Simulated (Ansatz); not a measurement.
Ansatz (a quantum-chemistry and plane-wave program) input:
A basis named .json is the Basis Set Exchange file of that set.

Ansatz 0.2 input:
```yaml
crystal:
  periodic: [false, false, false]
  atoms:
    - {symbol: Si, position_ang: [-0.90981602, 0.03036171, -0.57651487]}
    - {symbol: C, position_ang: [-1.86255620, 1.60789521, -0.50428996]}
    - {symbol: C, position_ang: [-1.33082724, -1.11951178, 0.84275451]}
    - {symbol: N, position_ang: [0.79348572, 0.35132889, -0.49331446]}
    - {symbol: Si, position_ang: [1.99759065, -0.33661729, 0.53734871]}
    - {symbol: H, position_ang: [-1.27097314, -0.63724597, -1.85609012]}
    - {symbol: H, position_ang: [-1.55116046, 2.45039887, 0.10508262]}
    - {symbol: H, position_ang: [-2.79221902, 1.76201197, -1.04227166]}
    - {symbol: H, position_ang: [-2.39278604, -1.37056659, 0.82073754]}
    - {symbol: H, position_ang: [-0.76599487, -2.05233243, 0.77410137]}
    - {symbol: H, position_ang: [-1.11470987, -0.65666185, 1.80748826]}
    - {symbol: H, position_ang: [1.14811396, 1.01164332, -1.17097471]}
    - {symbol: H, position_ang: [2.08913177, -1.81087209, 0.39174796]}
    - {symbol: H, position_ang: [3.30121378, 0.26480394, 0.17070393]}
    - {symbol: H, position_ang: [1.72643970, -0.06320411, 1.97021502]}
basis:
  gaussian:
    orbitals: aug-cc-pV_D+d_Z.json
magnetization: {spin_polarized: true, initial_magnetization: 1}
correlation: {method: ccsd_t, electrons: outside_noble_gas}
output: {forces: true}
```

**Question.** What final total energy does it print?

**Answer.** -714.69061 Eh (CCSD(T)/aug-cc-pV(D+d)Z). The basis has 223 functions.

It need not be the lowest isomer of its formula.
